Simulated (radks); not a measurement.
All-electron atom: Tm III in [Xe] 4f13. All-electron calculation, Dirac Kohn-Sham, PBE, spin-unpolarised, spherical densities, finite nucleus; open shells are shared between the two j in proportion to 2j + 1; Fermi nuclear charge, rms radius 5.2256 fm. Program: a radial shooting solver on a logarithmic mesh with Libxc functionals.

Unscreened Slater integrals over Kohn-Sham orbitals (hartree). Large and small components are both included. Empty in this configuration: 6s1/2.

integral,value
"F0(4f7/2,4f7/2)",1.1751
"F2(4f7/2,4f7/2)",0.54057
"F4(4f7/2,4f7/2)",0.33591
"F6(4f7/2,4f7/2)",0.24079
"F0(4f7/2,4f5/2)",1.1879
"F2(4f7/2,4f5/2)",0.54740
"F4(4f7/2,4f5/2)",0.34033
"G2(4f7/2,4f5/2)",0.54588
"G4(4f7/2,4f5/2)",0.33943
"G6(4f7/2,4f5/2)",0.24337
"F0(4f7/2,5p3/2)",0.72353
"F2(4f7/2,5p3/2)",0.24100
"G2(4f7/2,5p3/2)",0.13008
"G4(4f7/2,5p3/2)",0.098277
"F0(4f7/2,5p1/2)",0.76964
"G4(4f7/2,5p1/2)",0.11553
"F0(4f7/2,6s1/2)",0.35723
"G3(4f7/2,6s1/2)",0.015151
"F0(4f5/2,4f5/2)",1.2010
"F2(4f5/2,4f5/2)",0.55452
"F4(4f5/2,4f5/2)",0.34495
"F0(4f5/2,5p3/2)",0.72689
"F2(4f5/2,5p3/2)",0.23866
"G2(4f5/2,5p3/2)",0.12593
"G4(4f5/2,5p3/2)",0.095655
"F0(4f5/2,5p1/2)",0.77360
"G2(4f5/2,5p1/2)",0.15029
"F0(4f5/2,6s1/2)",0.35780
"G3(4f5/2,6s1/2)",0.014518
"F0(5p3/2,5p3/2)",0.60223
"F2(5p3/2,5p3/2)",0.32275
"F0(5p3/2,5p1/2)",0.62440
"G2(5p3/2,5p1/2)",0.32984
"F0(5p3/2,6s1/2)",0.33806
"G1(5p3/2,6s1/2)",0.032282
"F0(5p1/2,5p1/2)",0.64999
"F0(5p1/2,6s1/2)",0.34118
"G1(5p1/2,6s1/2)",0.025884
"F0(6s1/2,6s1/2)",0.27546
